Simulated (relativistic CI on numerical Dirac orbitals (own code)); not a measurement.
**Hyperfine structure of O6+, mass number 17**

Method of calculation: Dirac-Coulomb-Breit CI, orbitals from a KLI potential per configuration, a model potential for QED, unscaled Slater integrals (own radial code, finite nucleus).

Configurations in the expansion: 1s2, 1s.2s, 1s.2p, 1s.3s, 1s.3p, 1s.3d, 1s.4s, 1s.4p, 1s.4d, 1s.4f, 1s.5s, 1s.5p, 1s.5d, 1s.5f, 1s.5g, 1s.6s, 1s.6p, 1s.6d. Levels of other configurations are missing.

Nuclear spin I = 5/2, μ = -1.89354 μN, Q = -0.0256 b (tables of Stone and Pyykkö). The electronic factors are computed for point nuclear moments, without core polarisation or the Bohr-Weisskopf and QED corrections.

```
      Level   E (Ry)  A (MHz)   B (MHz)
 1s.2s 3S_1  41.1525   -54030  6.75e-05
1s.2p 3P°_1  41.7118   -26540      19.8
1s.2p 3P°_2  41.7167   -25010     -39.4
1s.2p 1P°_1  42.1313   -309.8     -37.5
 1s.3s 3S_1  48.5682   -50740  2.35e-05
1s.3p 3P°_1  48.7205   -25850         6
1s.3p 3P°_2  48.7220   -24820       -12
 1s.3d 3D_1  48.7990    24640     -1.04
```

Levels with J = 0, under 50 % of one LS term, or S terms without an open s electron are left out. Small factors come from cancelling terms and can be off by tens of per cent or more.

19 of the 19 excited levels that our extract of the measured tables holds in this range could be paired (the sources list more); they are missed by 9100 cm⁻¹ on average and 10368 at most, and levels without a partner can miss by more.

Give the hyperfine levels of 1s.2s 3S_1 relative to its centre of gravity.

With K = F(F + 1) − I(I + 1) − J(J + 1), E = AK/2 + B[¾K(K + 1) − I(I + 1)J(J + 1)]/[2I(2I − 1)J(2J − 1)]: F = 3/2: 189100, F = 5/2: 54030, F = 7/2: -135100 MHz.
